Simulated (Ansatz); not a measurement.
`[NH2][Al]([F])[SiH3]` + `[SH][Ge][Br]` → `[F][Al]([SiH3])[SH]` + `[NH2][Ge][Br]`  (redistribution)

Computed with Ansatz on PBE0-D4/def2-TZVP structures; ΔE is electronic, products minus reactants. CCSD(T)/CBS is the MP2 limit (def2-TZVPP, def2-QZVPP) plus CCSD(T) − MP2 in def2-TZVPP, frozen cores. For Br, Ge outer-core shells are correlated without core-valence functions, which leaves a few kJ/mol of doubt a bond. Scalar relativity is left out up to krypton. One conformer a species, not always the lowest.

`[NH2][Al]([F])[SiH3]`:

Z-matrix (Å, degrees):
```
Si
Al 1 2.437
H 1 1.489 2 111.3
H 1 1.490 2 110.9 3 120.0
H 1 1.490 2 111.2 3 -120.0
F 2 1.654 1 119.8 3 58.6
N 2 1.759 1 123.1 3 -121.5
H 7 1.007 2 124.2 1 0.1
H 7 1.008 2 125.3 1 -179.9
```

`[SH][Ge][Br]`:

Cartesian coordinates in Å:
```
S -0.982 -0.139 1.115
Ge 0.534 -1.291 -0.059
Br 1.271 0.398 -1.531
H -0.823 1.032 0.475
```

`[F][Al]([SiH3])[SH]`:

Cartesian coordinates in Å:
```
F 1.896 0.557 1.265
Al 0.743 -0.262 0.410
Si -1.157 0.932 -0.542
S 1.029 -2.409 0.199
H -0.693 1.958 -1.515
H -2.065 -0.012 -1.248
H -1.929 1.621 0.527
H 2.175 -2.385 0.905
```

`[NH2][Ge][Br]`:

Z-matrix (Å, degrees):
```
N
Ge 1 1.811
H 1 1.009 2 122.0
H 1 1.009 2 124.7 3 -180.0
Br 2 2.372 1 96.0 3 180.0
```

```json
{"species": "`[NH2][Al]([F])[SiH3]`", "CCSD(T)/CBS(def2) energy (Eh)": "-688.71365"}
{"species": "`[SH][Ge][Br]`", "CCSD(T)/CBS(def2) energy (Eh)": "-5047.87083"}
{"species": "`[F][Al]([SiH3])[SH]`", "CCSD(T)/CBS(def2) energy (Eh)": "-1031.18548"}
{"species": "`[NH2][Ge][Br]`", "CCSD(T)/CBS(def2) energy (Eh)": "-4705.39826"}
```

Question: Work out ΔE.

Answer: ΔE = (-1031.18548) + (-4705.39826) − (-688.71365) − (-5047.87083) = 0.00074 Eh = +1.9 kJ/mol.

Largest T1 diagnostic among the species: 0.013.

From BLYP to BHLYP (50 % exact exchange), in def2-TZVPP and without D4, ΔE moves by −6.2 kJ/mol. At CCSD(T), def2-SVP lies −4.8 kJ/mol from the extrapolated value and def2-TZVPP −1.6 kJ/mol. Leaving LDA and LC-ωPBE aside and taking each functional with its dispersion term where it has one, the values, not all of them listed here, spread over 13.7 kJ/mol, from ωB97X-V to BLYP-D4.
